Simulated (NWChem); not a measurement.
Species: phosphorus nitride (PN); SMILES P#N

Computed with NWChem. Pople sets run with spherical d functions. Geometry: optimised at PBE0/def2-SVP. B3LYP is NWChem's, with the RPA form of VWN correlation. Total energies compare along this basis series because the functional is fixed.

```tsv
level	basis functions	energy (Ha)	highest occupied level (eV)	orbital gap (eV)	dipole (D)
B3LYP/STO-3G	14	-391.4713	-5.17	7.35	1.95
B3LYP/3-21G	22	-394.0165	-8.61	6.63	1.99
B3LYP/6-31G*	32	-396.0575	-8.84	6.60	2.45
B3LYP/6-31+G*	40	-396.0636	-9.10	6.50	2.80
B3LYP/def2-SVP	32	-395.9273	-8.82	6.61	2.52
B3LYP/def2-SVPD	44	-395.9339	-9.00	6.51	2.86
B3LYP/def2-TZVP	68	-396.1158	-8.99	6.42	2.88
B3LYP/6-311++G**	52	-396.1059	-9.11	6.51	2.87
B3LYP/aug-cc-pVTZ	96	-396.1176	-9.07	6.41	2.87
```
